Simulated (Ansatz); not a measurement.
Geometry optimisation, RHF/def2-SVP in Ansatz 0.2.0.

Input file:

```yaml
crystal:
  periodic: [false, false, false]
  atoms:
    - { symbol: Sn, position_ang: [0.324619, 0.043164, -0.13861] }
    - { symbol: Cl, position_ang: [0.249077, -0.087514, 2.260147] }
    - { symbol: H, position_ang: [2.000281, 0.05523, -0.465285] }
    - { symbol: H, position_ang: [-0.402327, 1.500707, -0.597239] }
    - { symbol: H, position_ang: [-0.38746, -1.37355, -0.740245] }
    - { symbol: O, position_ang: [-2.668808, -0.002596, 0.873857] }
    - { symbol: H, position_ang: [-3.18905, -0.791701, 0.861426] }
    - { symbol: H, position_ang: [-2.270531, 0.02656, 1.75785] }
basis:
  gaussian: { orbitals: def2-SVP }
hamiltonian:
  xc: hf
relax:
  f_tol: 0.03
  max_steps: 50
```

Run as:

```bash
$ ansatz run input.yaml --threads 1 --pin off --max-ram 2048MiB --backend cpu --events-out ev --progress --plain --runs-dir out
```

Problem. Where does it end, and by what steps?

Solution. The run converged. After 6 steps the energy has fallen by 0.019 eV; H8 moved furthest, 0.10 Å.

```
step  energy less start (eV)  largest force component (eV/Å)  accepted
   0                  0.0000                           1.118       yes
   1                 -0.0102                           0.628       yes
   2                 -0.0114                           0.796       yes
   3                 -0.0159                           0.381       yes
   4                 -0.0143                           0.187        no
   5                 -0.0181                           0.199       yes
   6                 -0.0192                           0.004       yes
```

```xyz
8
Properties=species:S:1:pos:R:3
Sn 0.357 0.041 -0.138
Cl 0.301 -0.099 2.243
H 2.027 0.059 -0.492
H -0.383 1.498 -0.582
H -0.367 -1.369 -0.743
O -2.712 -0.009 0.884
H -3.204 -0.816 0.877
H -2.363 0.066 1.762
```

Whether the end is a true minimum wasn't checked by a vibrational analysis.

The run took 9.5 s on 1 thread of Intel(R) Xeon(R) 6975P-C (Granite Rapids) (shared host), peak memory 0.18 GiB.
